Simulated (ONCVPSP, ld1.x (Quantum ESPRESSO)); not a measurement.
Hardness and transferability of assorted potentials

Generated with ld1.x 7.5 (TM, RRKJ, ultrasoft, PAW), atompaw 4.2 or ONCVPSP 4.0.1. The cutoff is in Ry: for ld1.x and atompaw files where the sum of valence levels is converged to 10 mRy in a Bessel basis, for ONCV files where the hardest occupied wave has 1 mHa per electron of residual kinetic energy. The error is the largest all-electron minus pseudo excitation energy over each file’s own four to seven test configurations (ionisations up to +4, promotions, holes and added fractions of an electron), all of which were solved. The labels leave out finer settings (local radius, basis sizes, second energies), which also bear on the numbers. Spin-polarised tests are not counted. The rows are a selection from randomly drawn settings: files with unsolved tests, undetermined cutoffs or missed reference levels are left out.

```tsv
element	potential	cutoff (Ry)	largest error (meV)	bound ghosts
F	ONCV, PBE, scalar-relativistic, rc 0.60/1.80/1.85 (spd), local smoothed, core correction yes, reference 2s2 2p5, qcut 8.7/8.3/6, projectors 2/2/3	202	+6259	none
Mg	ONCV, LDA (Perdew-Wang 92), scalar-relativistic, rc 1.10/1.10 (sp), local p, core correction yes, reference 2s2 2p6 3s1, qcut 13.8/11.6, projectors 2/0	115	-87	none
P	ONCV, LDA (Perdew-Zunger), scalar-relativistic, rc 1.70/1.65/1.90 (spd), local p, core correction yes, reference 3s1 3p4, qcut 3.4/4.9/4.5, projectors 2/0/1	62	+153	none
Cu	ONCV, PBE, scalar-relativistic, rc 0.70/1.20/1.30 (spd), local smoothed, core correction yes, reference 3s2 3p6 3d10 4p1, qcut 8.2/10.6/12.7, projectors 2/2/2	485	+12	none
Nd	ONCV, PBE, scalar-relativistic, rc 2.25/2.35/3.95 (spd), local smoothed, core correction no, reference 5s2 5p6 5d1 6s2, qcut 6.8/5.2/4.4, projectors 2/2/3	27	-8.6	none
Ta	ONCV, PBE, non-relativistic, rc 1.75/1.95/1.70 (spd), local smoothed, core correction yes, reference 5s2 5p6 5d3 6s1.75, qcut 6.7/6/6.7, projectors 2/3/1	34	+8.9	none
```

Task: Fill in the row for S: TM, LDA (PZ), non-relativistic, rc 1.45/1.40 (sp), local smoothed, core correction yes, reference 3s2 3p4.

Result: cutoff 30 Ry, largest error +266 meV, bound ghosts: none.
